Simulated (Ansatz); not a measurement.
Basis sets compared for Li₁₀⁺ (relaxed from a model of Li10 tetrahedron, whose bonding it doesn't keep). Total charge 1; doublet. Geometry PBE/def2-TZVP. Ansatz on 4 threads of Arm Neoverse V2 on a shared host; times are rough, and most runs start from earlier orbitals.

```tsv
atom	x (Å)	y (Å)	z (Å)
Li1	3.1602	0.7882	1.8583
Li2	0.4611	1.7234	0.8994
Li3	-2.0981	3.0928	0.0487
Li4	0.5908	-1.1308	1.6769
Li5	-1.9411	-0.0032	0.8075
Li6	-1.9590	-2.8875	1.8916
Li7	1.8915	-0.1271	-0.8278
Li8	-0.6182	0.9958	-1.6961
Li9	-0.4990	-1.8688	-0.9499
Li10	1.0118	-0.5829	-3.7085
```

```csv
level,functions,energy (Eh),HOMO (eV),LUMO (eV),wall time
PBE/def2-SVP,90,-74.7429,-5.46,-5.07,3.2 s
PBE0/def2-SVP,90,-74.7857,-5.85,-4.54,7 s
```

(1) Estimate the rows for PBE/def2-TZVP, PBE0/def2-TZVP (with forces).

Results:

(1) 
| level | functions | energy (Eh) | HOMO (eV) | LUMO (eV) | wall time |
| --- | --- | --- | --- | --- | --- |
| PBE/def2-TZVP | 140 | -74.8058 | -5.52 | -5.13 | 3.4 s |
| PBE0/def2-TZVP (with forces) | 140 | -74.8469 | -5.91 | -4.62 | 6 s |
